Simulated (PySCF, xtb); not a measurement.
C3H11ClSi2, SMILES CC[Si@H](Cl)[SiH2]C.

GFN2-xTB (xtb 6.7.1) at its own geometry gives an orbital gap of 4.36 eV and a dipole moment of 1.85 D.

Geometry optimised at B3LYP-D3(BJ)/def2-SVP. The structure was generated by enumeration; whether it is a known compound was not checked. Other conformers were not sampled.

Task: What does PySCF with B3LYP/def2-TZVP give? (The exact figures need the calculation; the answer reports its results.)

Result: gap 6.99 eV (levels -7.45 and -0.46 eV), dipole 1.53 D.
